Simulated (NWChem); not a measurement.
C₄H₇Cl; SMILES ClCC1CC1

```xyz
12

Cl    -0.3619     1.6026     0.0000
C      1.0493     0.4996     0.0000
C      0.6792    -0.9605     0.0000
C     -0.5003    -1.4967     0.7511
C     -0.5003    -1.4967    -0.7511
H      1.6398     0.7543     0.8919
H      1.6398     0.7543    -0.8919
H      1.5774    -1.5899     0.0000
H     -0.3864    -2.4475     1.2783
H     -1.1496    -0.7706     1.2476
H     -1.1496    -0.7706    -1.2476
H     -0.3864    -2.4475    -1.2783
```
Atoms are numbered in this order, from 1.

Geometry: optimised at PBE0/def2-SVP. Not confirmed as a minimum by frequencies. B3LYP is NWChem's, with the RPA form of VWN correlation.

Symmetry labels are those of Cs in the frame above (b1 and b2, or b-type labels, depend on it).

**Question.** List the 4 lowest vertical singlet excitations from B3LYP/6-31G* (spherical d), full TDDFT (NWChem).

**Answer.** 
| state | energy (eV) | oscillator strength | symmetry | leading excitation (squared amplitude) |
|---|---|---|---|---|
| S1 | 7.30 | 0.000 | a" | HOMO → LUMO (0.96) |
| S2 | 7.66 | 0.001 | a' | HOMO−1 → LUMO (0.74) |
| S3 | 8.02 | 0.000 | a" | HOMO−3 → LUMO (0.96) |
| S4 | 8.15 | 0.014 | a' | HOMO−2 → LUMO (0.74) |
